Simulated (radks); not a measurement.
Results of a calculation; reference values are marked as such.
Problem. Valence configurations of Pr III (all share [Xe]). Level of theory: Dirac Kohn-Sham, PBEsol, spin-unpolarised, spherical densities, point nucleus; open shells fill j = l - 1/2 first (a radial shooting solver on a logarithmic mesh with Libxc functionals). Order these by energy: 4f2 6p1; 4f1 5d2; 4f1 5d1 6s1; 4f2 6s1; 4f3; 4f1 6s2.

Solution. From the lowest, in eV above it: 4f3 0.000; 4f2 6s1 3.727; 4f2 6p1 7.378; 4f1 5d2 8.869; 4f1 5d1 6s1 11.236; 4f1 6s2 14.251. NIST lists [Xe] 4f3 as the ground configuration; this level of theory agrees among the configurations tried. The energies are those of spherical spin-averaged densities, not of single terms.
